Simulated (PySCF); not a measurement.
Compound: C3H11NO2Si.
SMILES: `CN[SiH](OC)OC`

A PySCF run (density fitting, gas phase, GFN2-xTB geometry) gave HOMO -6.59 eV, LUMO 1.30 eV, dipole 1.53 D and E = -615.169 Eh.

Task: Which of these levels was it?
A. PBE0/pcSseg-1
B. X3LYP/cc-pVDZ
C. wB97X/3-21G
D. B3LYP/pcSseg-1
E. PBE0/def2-SVPD

Result: A. It is PBE0/pcSseg-1. All candidates on this geometry:

| level and settings | kind | basis functions | SCF cycles | E (Eh) | HOMO (eV) | LUMO (eV) | dipole (D) |
| --- | --- | --- | --- | --- | --- | --- | --- |
| PBE0/def2-SVPD | global hybrid | 238 | 13 | -614.9074 | -6.71 | 0.58 | 1.41 |
| B3LYP/pcSseg-1, damping 0.2 at the start, DIIS from the seventh cycle | global hybrid | 181 | 16 | -615.6974 | -6.33 | 0.98 | 1.51 |
| X3LYP/cc-pVDZ, start guess atom | global hybrid | 157 | 11 | -615.5347 | -6.20 | 1.38 | 1.38 |
| PBE0/pcSseg-1 | global hybrid | 181 | 13 | -615.1686 | -6.59 | 1.30 | 1.53 |
| wB97X/3-21G, start guess huckel | range-separated hybrid | 89 | 11 | -612.2722 | -8.46 | 4.38 | 2.12 |

The nearest other candidate, by the summed differences of HOMO and LUMO, is X3LYP/cc-pVDZ: its HOMO differs by +0.39 eV and its LUMO by +0.08 eV. Cycle counts include a coarse-grid stage where the run had one.

The values belong to the conformer `[CH3:1][NH:2][SiH:3]([O:4][CH3:5])[O:6][CH3:7]`: C1–N2–Si3–O4 169°, N2–Si3–O4–C5 63°, N2–Si3–O6–C7 171°.
